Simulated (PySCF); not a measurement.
Compound: C₃H₉GeO (doublet state).
Structure used (PBE0-D3(BJ)/def2-SVP), in Å, numbered top down from 1:
```
atom  x, y, z in Å
C1    -1.371   -0.920    1.184
C2    -0.424   -0.364    0.181
C3    -0.924    0.370   -1.015
O4     0.758    0.033    0.734
Ge5    2.213    0.499   -0.204
H6    -1.802   -0.126    1.829
H7    -0.854   -1.627    1.850
H8    -2.208   -1.440    0.696
H9    -1.814   -0.122   -1.433
H10   -1.207    1.418   -0.774
H11   -0.170    0.423   -1.820
H12    3.312    0.564    0.862
H13    2.494   -0.581   -1.267
H14    1.995    1.871   -0.868
```

Method used: PBE0-D3(BJ)/def2-SVP geometry optimisation, gas phase in PySCF.

Masses are those of the commonest isotopes; rigid-rotor values at the optimised geometry. The values belong to one conformer with, in the numbering `[CH3:1][C:2]([CH3:3])[O:4][GeH3:5]`, C1–C2–O4–Ge5 170°.

Give the principal moments of inertia and the rotational constants in MHz.

Ia = 67.41, Ib = 325.72, Ic = 377.85 u·Å²; 505379 MHz·u·Å²/I gives A = 7497, B = 1552, C = 1338 MHz.

Classify the top.

A near-prolate asymmetric top: κ = (2 × 1552 − 7497 − 1338)/(7497 − 1338) = -0.93.

What does the inertial defect say?

Not planar: Δ = Ic − Ia − Ib = -15.28 u·Å². For a rigid frame Δ = −2 Σ m c², so Σ m c² = 7.64 u·Å² lies off the ab plane: 6.41 from hydrogen and 1.23 from heavier atoms. The atom farthest from that plane is 1.49 Å away.

Where do the levels up to J = 4 lie, in K?

Above 0(0,0), as E/k:
J = 1: 1(0,1) 0.139, 1(1,1) 0.424, 1(1,0) 0.434
J = 2: 2(0,2) 0.416, 2(1,2) 0.691, 2(1,1) 0.722, 2(2,1) 1.578, 2(2,0) 1.578
J = 3: 3(0,3) 0.831, 3(1,3) 1.091, 3(1,2) 1.153, 3(2,2) 1.994, 3(2,1) 1.995, 3(3,1) 3.446, 3(3,0) 3.446
J = 4: 4(0,4) 1.382, 4(1,4) 1.625, 4(1,3) 1.728, 4(2,3) 2.548, 4(2,2) 2.552, 4(3,2) 4.001, 4(3,1) 4.001, 4(4,1) 6.034, 4(4,0) 6.034
The levels of one J sum to (2J + 1)J(J + 1)(A + B + C)/3.

Which types of transition are allowed, and where do some lines up to J = 3 fall?

The dipole components are |μa| = 0.59 D, |μb| = 0.98 D, |μc| = 0.13 D. Intensities carry the squares of the components, which stand as 0.37 : 1.00 : 0.02 (a : b : c). Some lines, for components of 0.1 D or more:

```csv
type,branch,"J(Ka,Kc)",MHz,lower level (cm⁻¹)
a,R,"1(0,1) ← 0(0,0)",2889,0.000
a,R,"2(1,2) ← 1(1,1)",5564,0.295
c,Q,"2(1,2) ← 2(0,2)",5737,0.289
a,R,"2(0,2) ← 1(0,1)",5772,0.096
c,Q,"1(1,1) ← 1(0,1)",5945,0.096
a,R,"2(1,1) ← 1(1,0)",5992,0.302
b,Q,"1(1,0) ← 1(0,1)",6159,0.096
b,Q,"3(1,2) ← 3(0,3)",6719,0.577
a,R,"3(2,2) ← 2(2,1)",8667,1.097
a,R,"3(1,2) ← 2(1,1)",8985,0.502
b,R,"3(1,3) ← 2(0,2)",14080,0.289
c,Q,"3(2,2) ← 3(1,2)",17519,0.801
b,Q,"3(2,1) ← 3(1,2)",17547,0.801
b,Q,"3(2,2) ← 3(1,3)",18803,0.759
b,R,"2(2,1) ← 1(1,0)",23828,0.302
c,R,"2(2,0) ← 1(1,0)",23834,0.302
b,R,"3(2,1) ← 2(1,2)",27174,0.480
c,Q,"3(3,1) ← 3(2,1)",30237,1.387
b,Q,"3(3,1) ← 3(2,2)",30265,1.386
c,R,"3(3,1) ← 2(2,1)",38933,1.097
b,R,"3(3,0) ← 2(2,1)",38933,1.097
```

Estimate the classical rotational partition function at 25 K, 200 K and 298.15 K.

Point group C1, symmetry number σ = 1; q = (√π/σ)·√((kT/h)³/(ABC)), k/h = 20836.6 MHz/K: 5340 at 25 K, 121000 at 200 K, 220000 at 298.15 K.

For this open shell read J as N, the rotation without spin; fine and hyperfine splittings come on top. No frequency check. ⟨S²⟩ = 0.754 (exact for a doublet: 0.75). Constants of a rigid frame at the computed geometry: no zero-point averaging, no centrifugal distortion. A rigid rotor knows nothing of internal rotation, which can split or shift real lines.
